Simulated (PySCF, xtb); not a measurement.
CH3BeCl, SMILES [CH3][Be][Cl].

Harmonic wavenumbers (cm⁻¹) from xtb 6.7.1 with GFN2-xTB at its own minimum, in rising order: 163, 163, 433, 585, 586, 1006, 1388, 1503, 1503, 3002, 3004, 3033.

### Question
What does r2SCAN-D4/def2-TZVP in PySCF give at its own minimum? (The exact figures need the calculation; the answer reports its results.)

### Answer
216, 216, 478, 676, 676, 1123, 1241, 1441, 1441, 3021, 3096, 3096. Paired by order, the mean absolute difference is 74 cm⁻¹ and the zero-point energies are 23.4 and 23.9 kcal/mol.
